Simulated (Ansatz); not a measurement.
Basis-set extrapolation for B₂H₆S₂, SMILES `[BH2-]1[SH+][BH2-][SH+]1` (PBE0-D4/def2-TZVP geometry, frozen core, Ansatz 0.2.0). Multiplicity 1, RHF reference.

```
                      def2-TZVPP   def2-QZVPP
                 HF  -847.983941  -848.008814
    MP2 correlation    -0.611401    -0.656924
CCSD(T) correlation    -0.698427      not run
```

Energies in hartree. Use E(X) = E(∞) + A·exp(−7.88·√X) for Hartree–Fock and E(X) = E(∞) + B·X^(−2.97) for correlation, with X = 3 and 4, and add CCSD(T) minus MP2 of the smaller set to the MP2 limit.

What is the CCSD(T) energy at the basis-set limit?

HF limit: -848.008814 + (-0.024873) × 0.13774 = -848.01224. MP2 limit: -0.656924 + (-0.045523) × 0.74074 = -0.69064. Higher-order term: -0.698427 − (-0.611401) = -0.08703. Total: -848.78991 hartree, 67.5 kcal/mol below CCSD(T)/def2-TZVPP.
